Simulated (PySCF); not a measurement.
# InCl₂⁺, singlet: computed properties

Computed with PBE0 in PySCF with In def2-TZVP with ECP28, Cl def2-TZVP; scalar-relativistic core potentials, no spin–orbit coupling; density-fitted integrals.

The structure is a minimum.

Coordinates in bohr (charge 1 multiplicity 1):
```
In    0.0000    0.0000    0.0000
Cl    0.0000    0.0000    4.1638
Cl    0.0000    0.0000   -4.1638
```

```
Point group                                                                   : D∞h
Bond lengths                                                                  : In–Cl 2.203 Å (×2)
Bond angles                                                                   : Cl–In–Cl 180.0°
Enthalpy at 298.15 K above 0 K                                                : 14.04 kJ/mol
Rotational symmetry number                                                    : 2
Zero-point energy                                                             : 6.4 kJ/mol
Principal quadrupole moments (Buckingham, traceless) about the centre of mass : -2.10, -2.10, 4.20 D Å
Principal polarisabilities                                                    : 33.1, 33.1, 81.8 bohr³
Dipole moment about the centre of mass                                        : 0.00 D
Rotational constants                                                          : 0.04965 cm⁻¹
Heat capacity Cp at 298.15 K                                                  : 56.9 J/(mol K)
Highest occupied level                                                        : -15.21 eV
Entropy at 298.15 K and 1 bar                                                 : 283.1 J/(mol K)
Lowest empty level                                                            : -9.15 eV
```

Harmonic modes (masses in u: In 114.904, Cl 34.969):
```
symmetry  ω (cm⁻¹)  IR (km/mol, summed over degenerate members)
      πu        91                                         13.6
     σg+       388                                          0.0
     σu+       505                                         41.7
```

In D∞h the vibrations span πu + σg+ + σu+. The σg+ mode carries no infrared intensity, as symmetry demands. With a centre of inversion only u modes can be infrared active and only g modes Raman active.

Charges (e):
```
 atom  Mulliken  Löwdin  polar tensor  Mayer order to In1
  In1      1.10    0.26          1.44                   –
Cl2,3     -0.05    0.37         -0.22                1.34
```

Mulliken populations on In1 (electrons outside its core potential): s 2.96, p 6.74, d 10.11, f 0.09.

Outer orbital energies (eV). occupied: -28.88, -27.57, -18.46, -16.89, -15.67, -15.67, -15.21, -15.21; empty: -9.15, -7.24, -7.24, -3.23.

Counting electrons, indium keeps none of its valence electrons outside its bonds, so the VSEPR class is AX2 and the expected shape is linear (D∞h), as computed.

This need not be the most stable arrangement of these atoms.

The final relaxation and frequency run took of the order of 50 core-seconds on a shared host.
